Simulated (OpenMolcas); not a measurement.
**Ni4+ in a point-charge field**

Ni4+ among 5 point charges of -1 e arranged as a square pyramid (C4v), 1.83 Å from the ion, with the axial distance 2.159 Å.

* Program: OpenMolcas 26.06
* Method: SS-CASPT2, IPEA 0.25 Eh, imaginary shift 0.1 Eh (closed shells correlated: 3s 3p)
* Basis: ANO-RCC-VTZP [6s5p3d2f1g]
* Scalar Hamiltonian: DKH2, point nucleus
* Active space: 6 electrons in 5 orbitals (3d)
* State averaging: 2S+1 = 5 even, 5 roots; 2S+1 = 3 even, 45 roots; 2S+1 = 1 even, 50 roots
* Spin-orbit coupling: state interaction with AMFI integrals over the reference wave functions

The lowest spin-free states, above the lowest:

```
   State  Degeneracy  E (cm-1)  Free-ion L (%)
2S+1 = 5           1         0         D (100)
2S+1 = 5           2       160         D (100)
2S+1 = 5           1      2820         D (100)
2S+1 = 5           1      4200         D (100)
2S+1 = 3           2     27520          H (97)
2S+1 = 3           2     28250          H (96)
2S+1 = 3           1     28280          H (94)
2S+1 = 3           2     28290          P (67)
2S+1 = 3           1     28310          H (96)
2S+1 = 3           1     28430          H (97)
2S+1 = 3           1     28640          P (81)
2S+1 = 3           2     28750          H (92)
2S+1 = 3           1     28870          H (94)
2S+1 = 3           1     28870          H (91)
2S+1 = 3           1     30290          F (90)
2S+1 = 3           2     30820          F (73)
2S+1 = 3           2     30840          F (86)
2S+1 = 3           1     30850          F (93)
2S+1 = 3           1     30910          F (77)
2S+1 = 3           1     34400          G (88)
```

The lowest levels with spin-orbit coupling:

| E (cm-1) | Degeneracy | 2S+1 | g |
| --- | --- | --- | --- |
| 0 | 1 | 5 |  |
| 39 | 2 | 5 | 0.00 0.00 3.46 |
| 160 | 1 | 5 |  |
| 170 | 1 | 5 |  |
| 430 | 2 | 5 | 0.00 0.00 9.96 |
| 1070 | 1 | 5 |  |
| 1090 | 2 | 5 | 0.00 0.00 3.82 |
| 1170 | 1 | 5 |  |
| 1180 | 1 | 5 |  |
| 1700 | 2 | 5 | 0.00 0.00 4.67 |
| 1730 | 1 | 5 |  |
| 3150 | 1 | 5 |  |
| 3150 | 1 | 5 |  |
| 3500 | 2 | 5 | 0.00 0.00 6.08 |
| 3640 | 1 | 5 |  |
| 5000 | 1 | 5 |  |
| 5090 | 2 | 5 | 0.00 0.00 1.91 |
| 5320 | 1 | 5 |  |
| 5320 | 1 | 5 |  |
| 27800 | 1 | 3 |  |

Powder χT (cm3 K/mol): 0.4 at 2 K, 1.98 at 10 K, 4.69 at 50 K, 5.1 at 100 K, 5.29 at 200 K, 5.32 at 300 K. The effective moment at 300 K is 2.828 √(χT) = 6.52 μB.

The lowest level has 2S+1 = 5, for which the spin-only value is χT = S(S+1) / 2 = 3.000 cm3 K/mol (g = 2). The computed 5.320 at 300 K differs by +2.320, through orbital momentum, spin-orbit coupling and any other state in reach.

Spin-orbit coupling mixes the spin-free states strongly: the lowest level takes only 59 % from its leading state, an unlabelled state of the same spin as most of the rest. Point charges give a weaker field than real ligands, and real ions of this kind are often low spin; the high spin found here belongs to the model. The ground term spreads over less than 5000 cm-1, several times less than with real ligands, so orbital moments are less quenched and χT lies further from the spin-only value than at real sites. Free-ion shares, where given, are those of the reference states; single-state CASPT2 does not remix them. Point charges carry no covalency, so the field is a model and not that of real ligands. An unlabelled pair can be two single states that coincide in this model. No measured value stands beside these numbers.

With an even number of electrons the g values are those of a degenerate or nearly degenerate non-Kramers pair.
